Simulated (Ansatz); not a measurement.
CH5FSSi (`FCS[SiH3]`), relaxed with RKS PBE-D4/def2-SVP in Ansatz 0.2.0 from a rough embedded geometry. The force threshold is 0.03 eV/Å; the program also tests the step.

The species carries charge 0 and has multiplicity 1.

Start:

```xyz
9

F     1.776    0.649   -0.080
C     0.879    0.715   -1.052
S    -0.057   -0.789   -0.999
Si   -0.949   -0.759    0.922
H     0.230    1.601   -0.893
H     1.388    0.822   -2.028
H    -1.916   -1.841    1.080
H     0.166   -0.942    1.927
H    -1.518    0.545    1.123
```

```csv
step,energy (eV),largest force (eV/Å),largest move (Å)
1,-22526.5146,2.648,0.000
2,-22526.7437,1.104,0.171
3,-22526.8319,0.267,0.113
4,-22526.8366,0.131,0.021
5,-22526.8391,0.060,0.061
6,-22526.8400,0.106,0.083
7,-22526.8406,0.042,0.032
8,-22526.8407,0.028,0.018
```

End:

```xyz
9

F     1.792    0.822   -0.042
C     0.862    0.722   -1.053
S    -0.030   -0.879   -1.044
Si   -0.869   -0.761    0.951
H     0.137    1.559   -0.955
H     1.373    0.774   -2.038
H    -1.980   -1.771    0.976
H     0.123   -1.094    2.029
H    -1.408    0.627    1.176
```

It took 15 s on 2 threads of an Arm Neoverse V1 on a shared host, with 0.15 GiB of host memory at the peak.
